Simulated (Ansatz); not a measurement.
Two isomers of BH9Si3: A = `B[SiH]([SiH3])[SiH3]`, B = `[SiH3]B([SiH3])[SiH3]`.

Isolated molecules relaxed with PBE0-D4/def2-TZVP in Ansatz; ΔE leaves out vibrations. CCSD(T)/CBS adds triple-zeta CCSD(T) − MP2 to the extrapolated MP2 energy (def2 sets, frozen cores). DFT in def2-TZVPP. B3LYP here is the variant with VWN-RPA as its local correlation; programs differ in this.

A:

Z-matrix (Å, degrees):
```
Si
Si 1 2.345
Si 1 2.345 2 104.6
B 1 1.989 2 108.5 3 115.6
H 1 1.491 2 109.5 3 -117.2
H 2 1.488 1 110.1 3 61.3
H 2 1.487 1 109.1 3 -58.1
H 2 1.488 1 111.6 3 -178.2
H 3 1.488 1 110.0 2 -61.9
H 3 1.487 1 109.1 2 57.5
H 3 1.488 1 111.6 2 177.6
H 4 1.197 1 118.6 2 -56.4
H 4 1.195 1 123.3 2 123.6
```

B:

Z-matrix (Å, degrees):
```
Si
B 1 1.999
H 1 1.489 2 113.4
H 1 1.488 2 114.9 3 125.9
H 1 1.496 2 103.6 3 -116.4
Si 2 2.000 1 122.0 3 -156.0
Si 2 1.999 1 119.0 3 27.7
H 6 1.488 2 114.9 1 30.4
H 6 1.489 2 113.5 1 156.4
H 6 1.496 2 103.6 1 -87.2
H 7 1.497 2 102.7 1 -91.9
H 7 1.489 2 114.5 1 24.8
H 7 1.489 2 114.5 1 151.4
```

**Question.** Which is lower in electronic energy at CCSD(T)/CBS, and by how much? (Estimate.)

**Answer.** The calculation gave: A, by 8.3 kcal/mol.

**Question.** Give E(B) − E(A) in kcal/mol with B2PLYP, B3LYP, MP2/def2-TZVPP, PBE-D4, r2SCAN-D4, BLYP-D4, ωB97M-V. (Estimate.)

**Answer.** The calculation gave: B2PLYP 8.4, B3LYP 8.2, MP2/def2-TZVPP 9.0, PBE-D4 9.1, r2SCAN-D4 8.7, BLYP-D4 7.9, ωB97M-V 7.7. None reverses the order clearly.

**Question.** Does the order hold for the free energy at 298.15 K (harmonic terms from PBE0-D4)? (An estimate is asked.)

**Answer.** Computed: Yes: G(B) − G(A) = +7.3 kcal/mol. Modes under 60 cm⁻¹, often nearly free rotors, make the harmonic entropy too high.

Largest T1 diagnostic: 0.015.

At CCSD(T), def2-SVP lies −1.4 kcal/mol from the extrapolated value and def2-TZVPP −0.1 kcal/mol. Leaving LDA and LC-ωPBE aside and taking each functional with its dispersion term where it has one, the values, not all of them listed here, spread over 2.0 kcal/mol, from CAM-B3LYP-D4 to HSE06-D4. LDA lies −1.5 kcal/mol from PBE without D4.
